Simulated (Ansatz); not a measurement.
A nudged elastic band was laid between two geometries of BClFH$_{6}$NSi (11 atoms, charge 0, multiplicity 1).

Level of theory: Ansatz 0.2.0, RKS B3LYP-D4/6-31G*.

```yaml
movable_images: 5
climbing_image: yes
spring: 5.0 eV/Å²
optimiser: quadratic models (default)
start_path: through a guess of the saddle point
force_threshold: 0.05 eV/Å
iteration_limit: 60
end_points: relaxed
```

Initial state:

```xyz
11
Properties=species:S:1:pos:R:3
B 0.081 -0.090 0.299
H 0.251 0.576 1.288
Cl 1.398 0.237 -0.999
F -1.191 -0.099 -0.216
N 0.357 -1.680 0.737
H 0.447 -2.209 -0.136
Si 1.787 -1.946 1.846
H 1.857 -3.403 2.119
H 2.989 -1.469 1.144
H 1.488 -1.197 3.081
H -0.513 -1.997 1.176
```

Final state:

```xyz
11
Properties=species:S:1:pos:R:3
B 0.552 -0.533 -0.488
H -1.665 -0.407 2.760
Cl 1.744 0.794 -0.519
F -0.498 -0.448 -1.301
N 0.728 -1.629 0.370
H 0.000 -2.335 0.312
Si 2.048 -1.946 1.500
H 1.723 -3.252 2.130
H 3.349 -2.042 0.793
H 2.131 -0.892 2.540
H -1.163 -0.587 2.242
```

Problem. What changes between the two ends?

Solution. Bonds broken: B1–H2, N5–H11. Bonds formed: H2–H11. BClFH6NSi becomes BClFH4NSi + H2.

Problem. Give the energies along the band, and the barrier.

Solution. The forces met the threshold. The highest image is number 3 of 0 to 6, 41.6 kcal/mol above the first end and 48.2 kcal/mol above the last; the last end lies 6.6 kcal/mol below the first. Beside the main top the profile has a ripple of under 15 meV (maxima at images 1, 3), which may be a very shallow well or noise. Neighbouring images differ by up to 1.9 eV, so the band resolves the path poorly. A vibrational analysis at the climbing image gives one clearly imaginary mode, 1550i cm⁻¹: a first-order saddle point. The orbitals stay closed-shell, which can raise the energy where a bond breaks towards radicals; this wasn't checked here.

| image | path coordinate (Å) | energy (kcal/mol) | B1–H2 (Å) | N5–H11 (Å) | H2–H11 (Å) |
| --- | --- | --- | --- | --- | --- |
| 0 | 0.00 | 0.0 | 1.20 | 1.02 | 2.69 |
| 1 | 1.59 | 0.5 | 1.20 | 1.02 | 2.74 |
| 2 | 3.17 | 0.4 | 1.20 | 1.02 | 2.39 |
| 3 | 4.76 | 41.6 | 1.41 | 1.37 | 1.02 |
| 4 | 5.82 | -2.0 | 2.43 | 2.31 | 0.74 |
| 5 | 6.88 | -6.5 | 3.41 | 2.87 | 0.74 |
| 6 | 7.94 | -6.6 | 3.94 | 2.86 | 0.74 |

Problem. What is the geometry of the highest image?

Solution. 
```xyz
11
Properties=species:S:1:pos:R:3:forces:R:3
B 0.073 -0.295 0.155 -0.01 -0.01 -0.01
H -0.796 0.165 1.160 0.01 0.01 0.00
Cl 1.433 0.917 0.132 0.00 0.00 0.00
F -0.671 -0.431 -0.962 0.00 0.01 0.00
N 0.424 -1.650 0.844 0.00 0.00 -0.01
H -0.106 -2.414 0.428 0.00 0.00 0.01
Si 1.960 -2.096 1.617 0.01 0.00 0.00
H 1.754 -3.461 2.164 0.00 0.00 0.00
H 3.097 -2.114 0.666 0.00 0.00 0.00
H 2.224 -1.141 2.716 0.00 0.00 0.00
H -0.442 -0.756 1.415 -0.01 0.00 0.01
```

The band took 22 iterations and roughly 10 core-minutes.

The run took 5.4 min on 2 threads of Arm Neoverse V1, on a shared host, peak memory 0.21 GiB.
